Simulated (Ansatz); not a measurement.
Reaction (ligand exchange at the Al–O bond): `C[O][Al]([F])[F]` + HI → `[F][Al]([F])[I]` + CH₃OH

Computed with Ansatz on PBE0-D4/def2-TZVP structures; ΔE is electronic, products minus reactants. CCSD(T)/CBS adds triple-zeta CCSD(T) − MP2 to the extrapolated MP2 energy (def2 sets, frozen cores). This one scheme is used for every species. DFT in def2-TZVPP. def2 core potentials past Kr. For I outer-core shells are correlated without core-valence functions, which leaves a few kJ/mol of doubt a bond. Each species was taken in one conformer, which may not be the lowest.

```
             level  ΔE (kJ/mol)  difference from CCSD(T)/CBS
            revPBE        -22.1                         -4.4
              BLYP         -5.5                         12.2
              PBE0        -22.2                         -4.5
           r2SCAN0        -17.8                         -0.1
             BHLYP         -9.2                          8.5
         CAM-B3LYP         -4.0                         13.7
           LC-ωPBE        -15.0                          2.7
RPA@PBE/def2-TZVPP         -6.0                         11.7
   CCSD/def2-TZVPP         -8.7                          9.0
    CCSD/CBS(def2)        -16.6                          1.1
       CCSD(T)/CBS        -17.7                            0
```

(1) What do rigid-rotor, harmonic-oscillator terms from PBE0-D4/def2-TZVP frequencies (298.15 K, 1 bar) make of the CCSD(T)/CBS value? (An estimate is asked.)

Largest T1 diagnostic among the species: 0.012.

## Answers

(1) Computed: ΔZPE = +12.3 kJ/mol, ΔH = -7.4 kJ/mol, ΔS = 5 J/(mol·K), ΔG = -8.8 kJ/mol.

Leaving LDA and LC-ωPBE aside and taking each functional with its dispersion term where it has one, the values, not all of them listed here, spread over 18.7 kJ/mol, from HSE06-D4 to CAM-B3LYP-D4. LDA lies +6.6 kJ/mol from PBE without D4. At CCSD(T), def2-SVP lies +12.5 kJ/mol from the extrapolated value and def2-TZVPP +7.9 kJ/mol.
